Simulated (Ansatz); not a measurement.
`C=CN(C)[SiH3]` and `C[SiH2]N(C)[SiH3]` differ in one atom or group.

Ansatz, PBE0-D4/def2-TZVP geometries, multiplicity 1. Each molecule was computed in one conformer, which needn't be the lowest.

```json
{"property": "LUMO energy (PBE0/def2-TZVPP) / eV", "`C=CN(C)[SiH3]`": "0.37"}
{"property": "LUMO energy (B3LYP/def2-TZVPP) / eV", "`C=CN(C)[SiH3]`": "0.16"}
{"property": "HOMO–LUMO gap (B3LYP/def2-TZVPP) / eV", "`C=CN(C)[SiH3]`": "5.97"}
{"property": "HOMO energy (PBE/def2-TZVPP) / eV", "`C=CN(C)[SiH3]`": "-4.93"}
{"property": "LUMO energy (PBE/def2-TZVPP) / eV", "`C=CN(C)[SiH3]`": "-0.49"}
{"property": "LUMO energy (ωB97M-V/def2-TZVPP) / eV", "`C=CN(C)[SiH3]`": "2.02"}
```

**Question.** Give the same properties after the change, and the shifts. (Estimate.)

**Answer.** Computed: 
| property | `C[SiH2]N(C)[SiH3]` | shift |
| --- | --- | --- |
| LUMO energy (PBE0/def2-TZVPP) / eV | 0.40 | 0.03 |
| LUMO energy (B3LYP/def2-TZVPP) / eV | 0.20 | 0.04 |
| HOMO–LUMO gap (B3LYP/def2-TZVPP) / eV | 6.92 | 0.95 |
| HOMO energy (PBE/def2-TZVPP) / eV | -5.64 | -0.71 |
| LUMO energy (PBE/def2-TZVPP) / eV | -0.46 | 0.03 |
| LUMO energy (ωB97M-V/def2-TZVPP) / eV | 2.04 | 0.02 |

The zero-point energy changes by 27.6 kJ/mol with +6 modes.

B3LYP here is the variant with VWN-RPA as its local correlation; programs differ in this.
